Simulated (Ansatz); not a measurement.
System: sum formula Si2H4F (charge 0, doublet). It need not be the lowest isomer of its formula. SMILES: F[SiH2][SiH2]
Coordinates optimised at B3LYP-D3(BJ)/def2-TZVP (Ansatz, a quantum-chemistry and plane-wave program):
```xyz
7

F     -1.5224    -0.8332    -0.5339
Si    -0.7300     0.2729     0.3301
Si     1.5482     0.1217    -0.1507
H     -1.2308     1.6104    -0.0595
H     -1.0562     0.0132     1.7525
H      2.2801     1.3812     0.1368
H      2.2545    -1.0301     0.4641
```
Charge 0, spin multiplicity 2.

Atomisation energy built up term by term with Ansatz (kcal/mol; UHF references for open shells; valence terms freeze the core; atomic spin-orbit terms are left out). CBS(X,Y): correlation extrapolated as X^-3; Hartree-Fock from the larger set.

| term | basis | kcal/mol |
|---|---|---|
| Hartree-Fock | aug-cc-pV(Q+d)Z | 382.50 |
| CCSD correlation | CBS(aug-cc-pV(T+d)Z,aug-cc-pV(Q+d)Z) | 112.05 |
| (T) | CBS(aug-cc-pV(T+d)Z,aug-cc-pV(Q+d)Z) | 5.31 |
| core correlation | cc-pwCVTZ | -0.41 |
| scalar relativity (X2C) | cc-pVTZ-DK against cc-pVTZ | -1.47 |
| sum: De |  | 498.0 |

(T) makes 1.1 % of the CCSD(T) atomisation energy; under 5 % is typical of single-reference molecules.
